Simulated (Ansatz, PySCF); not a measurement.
Pulling on the N6–H7 bond in CH5NSn (SMILES [CH3][Sn][NH2]) (multiplicity 1 held, fragments rigid). Energies count from the point at 1.010 Å.
Geometry at that point (charge 0, multiplicity 1):
```xyz
8

Sn    -0.21023    -0.00431     0.35481
C      0.84464     1.52170    -0.85795
H      0.79413     2.50952    -0.39962
H      0.39648     1.57260    -1.85321
H      1.89427     1.23930    -0.96981
N      0.23483    -1.48864    -0.95979
H      0.76432    -1.36630    -1.81138
H     -0.04936    -2.44927    -0.84038
```

R- and RO- levels are restricted; in cc, def2 and unpolarised 6-31G sets they are followed outwards from rest. Unrestricted levels (U-) break spin symmetry where that is lower. Levels need not reach the same state.

Frozen-core correlation. Filled d and f shells under p-block atoms count as core. Rows in LANL2DZ carry no dispersion term and start afresh at each structure. LANL2DZ brings its own core potentials from Na on.

Programs: Ansatz (Gaussian basis) for Hartree–Fock, density functionals and correlated methods; PySCF for LANL2DZ rows.  In def2 rows elements past Kr take small-core potentials, without spin–orbit coupling.

Energies in kcal/mol.

| R (Å) | U-HF/LANL2DZ | U-B3LYP/def2-TZVPP | R-wB97X-V/def2-TZVPP | R-CCSD/def2-TZVPP |
|---|---|---|---|---|
| 0.808 | 34.1 | 33.2 | 33.8 | 33.1 |
| 0.909 | 6.1 | 6.5 | 6.6 | 6.3 |
| 1.010 | 0.0 | 0.0 | 0.0 | 0.0 |
| 1.111 | 5.6 | 4.3 | 4.5 | 4.6 |
| 1.212 | 17.1 | 14.1 | 14.7 | 14.8 |
| 1.364 | 38.9 | 32.7 | 34.3 | 34.1 |
| 1.515 | 61.7 | 51.9 | 55.0 | 53.8 |
| 1.768 | 83.3 | 79.9 | 86.4 | 82.0 |
| 2.020 | 91.4 | 98.6 | 111.7 | 102.6 |
| 2.324 | 94.8 | 108.5 | 134.9 | 118.4 |
| 2.728 | 96.1 | 113.2 | 156.4 | 129.6 |
| 3.233 | 96.4 | 114.8 | 173.9 | 135.7 |

Doubts at one or more of the structures used: a spin-contaminated determinant (U-HF/LANL2DZ, U-B3LYP/def2-TZVPP); a restricted determinant that unrestricted orbitals would lower (R-wB97X-V/def2-TZVPP, R-CCSD/def2-TZVPP); other coupled-cluster roots lie near (R-CCSD/def2-TZVPP); T1 above 0.05 (R-CCSD/def2-TZVPP).

Ansatz is a quantum-chemistry and plane-wave program.
